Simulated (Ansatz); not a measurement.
`[CH3][InH][C]#N` + `CC(C)C#N` → `[CH3][InH2]` + `CC(C)(C#N)C#N`  (formal exchange of groups at the In–C bond)

Computed with Ansatz on PBE0-D4/def2-TZVP structures; ΔE is electronic, products minus reactants. CCSD(T)/CBS adds triple-zeta CCSD(T) − MP2 to the extrapolated MP2 energy (def2 sets, frozen cores). Functionals use def2-TZVPP. def2 core potentials past Kr. For In outer-core shells are correlated without core-valence functions, which leaves a few kJ/mol of doubt a bond.

`[CH3][InH][C]#N`:

Cartesian coordinates in Å:
```
C -0.753 0.054 -1.202
In 0.231 0.693 0.577
C 1.179 -0.922 1.631
N 1.680 -1.805 2.180
H -0.032 -0.449 -1.847
H -1.203 0.888 -1.739
H -1.528 -0.668 -0.938
H 0.426 2.209 1.339
```

`CC(C)C#N`:

Cartesian coordinates in Å:
```
C -0.622 -1.021 -0.638
C -0.267 0.079 0.361
C 1.239 0.320 0.445
C -0.961 1.318 0.019
N -1.499 2.294 -0.263
H -1.698 -1.190 -0.678
H -0.280 -0.754 -1.640
H -0.134 -1.952 -0.346
H -0.632 -0.214 1.352
H 1.478 1.098 1.170
H 1.634 0.625 -0.527
H 1.741 -0.602 0.746
```

`[CH3][InH2]`:

Cartesian coordinates in Å:
```
C 0.610 0.643 0.483
In -0.684 -0.721 -0.567
H 0.657 1.612 -0.013
H 0.226 0.793 1.496
H 1.616 0.230 0.569
H -1.843 -0.137 -1.711
H -0.582 -2.421 -0.257
```

`CC(C)(C#N)C#N`:

```xyz
13

C    -1.155   -0.446   -0.656
C    -0.042    0.109    0.248
C     1.336   -0.028   -0.422
C    -0.306    1.526    0.526
N    -0.509    2.644    0.697
C    -0.038   -0.628    1.518
N    -0.025   -1.244    2.487
H    -1.163    0.105   -1.597
H    -0.963   -1.500   -0.858
H    -2.130   -0.348   -0.179
H     1.336    0.524   -1.362
H     1.536   -1.081   -0.623
H     2.123    0.366    0.221
```

| species | PBE0 energy (Eh) |
| --- | --- |
| `[CH3][InH][C]#N` | -323.36267 |
| `CC(C)C#N` | -211.20032 |
| `[CH3][InH2]` | -231.17304 |
| `CC(C)(C#N)C#N` | -303.35505 |

Problem. Work out ΔE.

Solution. ΔE = (-231.17304) + (-303.35505) − (-323.36267) − (-211.20032) = 0.03490 Eh = +91.6 kJ/mol. CCSD(T)/CBS gives +97.9 kJ/mol.

Largest T1 diagnostic among the species: 0.014.

From BLYP to BHLYP (50 % exact exchange), in def2-TZVPP and without D4, ΔE moves by +3.3 kJ/mol. At CCSD(T), def2-SVP lies −16.4 kJ/mol from the extrapolated value and def2-TZVPP −1.9 kJ/mol. The D4 term adds −6.2 kJ/mol with B3LYP and −3.5 kJ/mol with PBE0; it sums over pairs of atoms, weighted by their polarisabilities, and B3LYP, whose exchange is more repulsive, gets the larger term.

B3LYP here is the variant with VWN-RPA as its local correlation; programs differ in this.
